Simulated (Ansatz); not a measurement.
`[SH][GaH][Cl]` and `[F][GaH][SH]` differ in one element.

Ansatz, PBE0-D4/def2-TZVP geometries, multiplicity 1. Each molecule was computed in one conformer, which needn't be the lowest.

Scalar relativity is left out up to krypton.

```csv
property,`[SH][GaH][Cl]`
LUMO energy (PBE0/def2-TZVPP) / eV,-1.45
LUMO energy (ωB97M-V/def2-TZVPP) / eV,0.28
HOMO energy (ωB97M-V/def2-TZVPP) / eV,-10.21
zero-point energy (PBE0-D4/def2-TZVP) / kJ/mol,46.4
HOMO–LUMO gap (PBE/def2-TZVPP) / eV,4.63
"ideal-gas entropy at 298 K and 1 bar (rigid rotor, harmonic PBE0-D4/def2-TZVP) / J/(mol·K)",314
```

Question: Give the same properties after the change, and the shifts. (Estimate.)

Answer: Ansatz gave: 
```json
{"property": "LUMO energy (PBE0/def2-TZVPP) / eV", "`[F][GaH][SH]`": "-1.25", "shift": "0.20"}
{"property": "LUMO energy (ωB97M-V/def2-TZVPP) / eV", "`[F][GaH][SH]`": "0.46", "shift": "0.18"}
{"property": "HOMO energy (ωB97M-V/def2-TZVPP) / eV", "`[F][GaH][SH]`": "-10.26", "shift": "-0.05"}
{"property": "zero-point energy (PBE0-D4/def2-TZVP) / kJ/mol", "`[F][GaH][SH]`": "48.2", "shift": "1.8"}
{"property": "HOMO–LUMO gap (PBE/def2-TZVPP) / eV", "`[F][GaH][SH]`": "4.84", "shift": "0.21"}
{"property": "ideal-gas entropy at 298 K and 1 bar (rigid rotor, harmonic PBE0-D4/def2-TZVP) / J/(mol·K)", "`[F][GaH][SH]`": "303", "shift": "-11"}
```
